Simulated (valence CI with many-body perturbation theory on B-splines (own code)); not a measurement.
Which ion has this spectrum?

A relativistic CI+MBPT calculation for an atom or ion with 32 electrons gives these levels (eV):

```
J  Parity       E     g
0    even    0.00      
1    even   91.56  1.50
2    even   95.85  1.18
2     odd  187.65  1.57
2    even  190.65  1.31
0    even  199.93      
1     odd  202.33  1.06
2     odd  244.68  0.76
1     odd  262.85  0.87
2     odd  267.51  1.45
3     odd  271.86  1.17
2     odd  283.47  1.36
3     odd  287.99  1.26
0     odd  291.12
```

The energies are calculated, and their last digits are not significant.

Task: Which is it?
A. Ta41+
B. Lu39+
C. Ir45+
D. W42+

Result: D. W42+, ground level (4s^2 4p1/2^2) J=0.
